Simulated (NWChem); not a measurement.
# CH4FGaO; SMILES [CH3][Ga]([OH])[F]

```xyz
8

Ga     0.0114     0.0020     0.0000
F     -1.4822    -0.9332     0.0000
C      0.0139     1.9387     0.0000
H      1.0437     2.3202    -0.0034
H     -0.5095     2.3121     0.8922
H     -0.5156     2.3123    -0.8885
O      1.4541    -1.0332     0.0000
H      1.2531    -1.9753     0.0001
```
Atoms are numbered in this order, from 1.

Computed with NWChem. The geometry was optimised at PBE0/def2-SVP. Ions are spin-unrestricted doublets at the neutral geometry; other ion states weren't tried.

Estimate the computed values for PBE/def2-SVP. Quantities: −ε(HOMO) (eV).


- −ε(HOMO) (eV) = 7.07
